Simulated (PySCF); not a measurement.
## Radial density of Rh⁺ (rhodium, charge +1)

UHF, [Kr] 4d8, high-spin 3F determinant. Calculation: PySCF 2.14, in aug-cc-pwCVDZ-PP with ECP28MDF; a scalar-relativistic core potential. This is the valence pseudo-density: the core potential removes the inner electrons and smooths the orbitals near the nucleus.

```
r (bohr)  4πr²ρ (e/bohr)  4πr²(ρα − ρβ)
  0.0198       1.215e-05         0.0000
  0.0333       3.124e-05         0.0000
  0.0561       7.821e-05         0.0000
  0.0943       0.0003212         0.0000
   0.159        0.003390         0.0004
   0.267         0.05837         0.0068
   0.449           1.407         0.1121
   0.755           11.89         0.9073
    1.27           11.84         1.5171
    2.14           2.512         0.4991
    3.59          0.1852         0.0280
    6.04        0.002515         0.0001
```

Energies and moments cover only the electrons outside the core potential.
